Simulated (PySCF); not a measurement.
A structure optimised at TPSSh-D3(BJ)/def2-SVP, used in a PySCF frequency run:

```
C
C 1 1.3334
F 1 1.3395 2 120.61
F 2 1.3395 1 120.61 3 180.00
H 1 1.0922 2 124.56 4 0.00
H 2 1.0922 1 124.56 5 180.00
```

Problem. Write its SMILES, formula and point group.

Solution. F/C=C/F, C₂H₂F₂, C2h

Problem. What are its rotational constants (standard atomic weights)?

Solution. 57.403, 3.9962, 3.7361 GHz
